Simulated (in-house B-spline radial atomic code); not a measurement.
The numbers below are computed, except where a source is named.
## Weak and strong correlation along the adiabatic connection

Two-electron singlets in several external potentials (atomic units), by full CI in B-splines with partial waves to l = 8 (correlation energies up to 0.6 % small). The repulsion is scaled by λ at fixed density; W(λ) is the mean repulsion less the Hartree energy, W(0) = E_x, and the area under W from 0 to 1 is E_xc.

Relative drop (W(λ) − E_x)/E_x:

```tsv
system	λ = 0.12	λ = 0.25	λ = 0.4	λ = 0.6	λ = 0.8	λ = 1
−Z/r, Z = 7.5	0.0025	0.0052	0.0082	0.0122	0.0161	0.0199
ω²r²/2 − Z/r, ω = 0.0989, Z = 0.5	0.0351	0.0666	0.0965	0.1286	0.1542	0.1751
−Z/r, Z = 2, wall at 6 bohr	0.0110	0.0223	0.0345	0.0497	0.0638	0.0767
empty sphere, radius 6.36 bohr	0.0500	0.0923	0.1297	0.1667	0.1939	0.2146
ω²r²/2 − Z/r, ω = 4.32, Z = 0.5	0.0068	0.0139	0.0219	0.0319	0.0415	0.0505
−V exp(−r²/w²), V = 8.29, w = 3.15	0.0142	0.0285	0.0438	0.0623	0.0789	0.0939
ω²r²/2 − Z/r, ω = 0.181, Z = 1	0.0203	0.0401	0.0605	0.0844	0.1051	0.1232
```

Question: Order the systems by how far second-order (GL2) theory, half the initial slope (estimated from the first points of each curve), overshoots the correlation energy, least first.
A. empty sphere, radius 6.36 bohr
B. −Z/r, Z = 7.5
C. −Z/r, Z = 2, wall at 6 bohr
D. −V exp(−r²/w²), V = 8.29, w = 3.15
E. ω²r²/2 − Z/r, ω = 0.0989, Z = 0.5
F. ω²r²/2 − Z/r, ω = 4.32, Z = 0.5
G. ω²r²/2 − Z/r, ω = 0.181, Z = 1

Answer: B (GL2/E_c = 1.03), F (GL2/E_c = 1.09), C (GL2/E_c = 1.15), D (GL2/E_c = 1.20), G (GL2/E_c = 1.29), E (GL2/E_c = 1.52), A (GL2/E_c = 1.72).

Question: What else changes along this order?

Answer: The ratio follows the bend of the curve. With it the leading natural occupation goes from 1.999 to 1.835 and −T_c/E_c from 0.97 to 0.58 between the first and the last.
